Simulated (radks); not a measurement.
The numbers below are computed, except where a source is named.
Q: Orbital eigenvalues (eV) of neutral xenon, [Xe], of relativity; Dirac values are averaged over j with weights 2j + 1. Spin-unpolarised spherical Kohn-Sham, BLYP, point nucleus unless stated (finite: rms radius 4.7859 fm), a radial shooting solver on a logarithmic mesh with Libxc functionals. A level marked "c x" has the speed of light scaled by that factor and shares open shells by 2j + 1; other Dirac levels either fill j = l - 1/2 first or share by 2j + 1.

| shell | non-rel. |
|---|---|
| 1s | -32929 |
| 2s | -4993.2 |
| 2p | -4699.1 |
| 3s | -1019.0 |
| 3p | -894.58 |
| 3d | -663.05 |
| 4s | -181.91 |
| 4p | -137.75 |
| 4d | -61.935 |
| 5s | -17.930 |
| 5p | -8.1000 |

Give the values at the level "Dirac, low j first".

A: 
shell  Dirac, low j first  change of magnitude (%)
1s                 -34352                    +4.32
2s                -5344.2                    +7.03
2p                -4804.6                    +2.25
3s                -1092.7                    +7.23
3p                -917.36                    +2.55
3d                -652.66                    -1.57
4s                -196.93                    +8.26
4p                -141.20                    +2.50
4d                -59.089                    -4.60
5s                -19.582                    +9.21
5p                -8.0852                    -0.18
